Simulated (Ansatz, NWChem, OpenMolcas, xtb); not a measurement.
**Ligand exchange: BrCl + CHBrClF → HCl + CBr2ClF**

Gas-phase species: BrCl, singlet; CHBrClF (bromochlorofluoromethane) `FC(Cl)Br`, singlet; HCl (hydrogen chloride), singlet; CBr2ClF (dibromochlorofluoromethane) `FC(Cl)(Br)Br`, singlet. The partners trade Br for H: Cl–Br and C–H bonds give way to Cl–H and C–Br.

Shapes, held fixed at every level: PBE0-D4/def2-TZVP; BrCl at the measured bond length. Programs: Ansatz 0.2.0, NWChem 7.3.0, OpenMolcas 26.06, xtb 6.7.1. A level may come from different programs for different species; with the same settings they agree closely. Electronic energies: no zero-point or thermal term.

```json
{"level": "GFN1-xTB", "kind": "semi-empirical", "ΔE (kJ/mol)": "-22.6"}
{"level": "HF/STO-3G", "kind": "Hartree–Fock", "ΔE (kJ/mol)": "+19.5"}
{"level": "HF/3-21G", "kind": "Hartree–Fock", "ΔE (kJ/mol)": "-39.3"}
{"level": "HF/def2-SVP", "kind": "Hartree–Fock", "ΔE (kJ/mol)": "-31.3"}
{"level": "B3LYP/6-31G* (spherical functions)", "kind": "global hybrid", "ΔE (kJ/mol)": "-25.2"}
{"level": "PBE0/def2-SVP", "kind": "global hybrid", "ΔE (kJ/mol)": "-50.1"}
```

PBE0/def2-SVP gives ΔE = -50.1 kJ/mol; the levels span -50.1 to +19.5. They disagree on the sign: 1 of 6 are positive. The median of the levels is -28.3. No measured value is set beside it here. Relativity is left out for Br. PBE0/def2-SVP lies outside the range of the other correlated levels here, so it shouldn't be taken on trust. Rows in sets without polarisation functions are far from converged.
